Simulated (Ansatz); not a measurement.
Consider the hydrogenolysis of the In–O bond: `C[O][In]([F])[Cl]` + H₂ → `[F][InH][Cl]` + CH₃OH.

Isolated molecules relaxed with PBE0-D4/def2-TZVP in Ansatz; ΔE leaves out vibrations. CBS: MP2 limit from def2 TZ/QZ plus the TZ coupled-cluster correction, frozen cores. This one scheme is used for every species. DFT in def2-TZVPP. HSE06 is defined as in plane-wave codes. def2 core potentials past Kr. For In outer-core shells are correlated without core-valence functions, which leaves a few kJ/mol of doubt a bond. Each species was taken in one conformer, which may not be the lowest.

```json
{"level": "r2SCANh-D4", "ΔE (eV)": "-0.19"}
{"level": "CAM-B3LYP-D4", "ΔE (eV)": "-0.23"}
{"level": "B2PLYP", "ΔE (eV)": "-0.16"}
{"level": "HSE06", "ΔE (eV)": "-0.31"}
{"level": "LC-ωPBE", "ΔE (eV)": "-0.27"}
{"level": "CCSD(T)/def2-SVP", "ΔE (eV)": "-0.14"}
{"level": "MP2/CBS(def2)", "ΔE (eV)": "-0.03"}
{"level": "CCSD/CBS(def2)", "ΔE (eV)": "-0.18"}
```

What does CCSD(T)/CBS give? (Estimate.)

Computed: -0.11 eV. The listed levels differ from it by -0.08, -0.12, -0.05, -0.20, -0.16, -0.03, 0.08, -0.07 eV.

Largest T1 diagnostic among the species: 0.016.

Leaving LDA and LC-ωPBE aside and taking each functional with its dispersion term where it has one, the values, not all of them listed here, spread over 0.20 eV, from PBE0-D4 to BLYP-D4. LDA lies −0.08 eV from PBE without D4. In def2-TZVPP, CCSD(T) changes the Hartree–Fock value by +0.24 eV (the triples alone add +0.07 eV) and MP2 by +0.32 eV. From PBE to PBE0 (25 % exact exchange), in def2-TZVPP and without D4, ΔE moves by −0.10 eV.
